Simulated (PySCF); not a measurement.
SMILES CCc1ccc([SiH3])cc1 (C₈H₁₂Si) (GFN2-xTB optimised geometry):

```
21

C     -1.867    -3.266    -1.483
C     -1.624    -2.827    -0.037
C     -0.855    -1.538     0.000
C     -1.514    -0.316    -0.008
C     -0.804     0.870    -0.007
C      0.588     0.880    -0.002
Si     1.569     2.489    -0.005
C      1.240    -0.350     0.000
C      0.535    -1.538     0.000
H     -0.920    -3.417    -1.996
H     -2.429    -4.197    -1.509
H     -2.428    -2.505    -2.019
H     -2.585    -2.699     0.466
H     -1.065    -3.607     0.486
H     -2.596    -0.295    -0.008
H     -1.341     1.809    -0.008
H      0.659     3.607     0.250
H      2.596     2.431     1.039
H      2.218     2.665    -1.309
H      2.321    -0.375     0.005
H      1.067    -2.480     0.005
```

Computed with B3LYP/def2-SVP (PySCF).

### Question
What are the frontier orbital energies and the dipole moment?

### Answer
HOMO-2 -8.46 eV, HOMO-1 -7.05 eV, HOMO -6.76 eV, LUMO -0.52 eV, LUMO+1 -0.25 eV; dipole moment 1.15 D.

Meta-Löwdin charges at B3LYP/def2-SVP: C1 -0.27, C2 -0.16, C3 0.03, C4 -0.12, C5 -0.09, C6 -0.22, Si7 0.51, C8 -0.09, C9 -0.12, H10 0.09, H11 0.09, H12 0.09, H13 0.09, H14 0.09, H15 0.10, H16 0.10, H17 -0.11, H18 -0.11, H19 -0.11, H20 0.09, H21 0.10.
